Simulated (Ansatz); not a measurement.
Correlation energies of `[F][SnH2][PH]S` by basis set

Cartesian coordinates in Å:
```
F -0.803 2.466 -0.084
Sn 0.431 1.123 0.541
P -0.849 -1.015 0.324
S -0.079 -1.654 -1.549
H 1.764 1.261 -0.513
H 0.752 1.561 2.160
H 0.061 -1.726 1.155
H -1.277 -2.016 -2.034
```

Total charge 0; spin multiplicity 1. Correlated methods include outer-core shells of Sn, which these sets cover unevenly. Sn takes the def2 core potential. Geometry: relaxed with PBE0-D4/def2-TZVP. It is one conformer, not always the lowest. Frozen core, restricted reference, Ansatz 0.2.0.

```
     basis      HF (Eh)  MP2 corr.  CCSD corr.       (T)  CCSD(T) total
  def2-SVP  -1053.08937   -0.54769    -0.59781  -0.01534    -1053.70252
def2-TZVPP  -1053.49320   -0.91046    -0.94602  -0.03470    -1054.47392
def2-QZVPP  -1053.52195   -1.17753           –         –              –
```
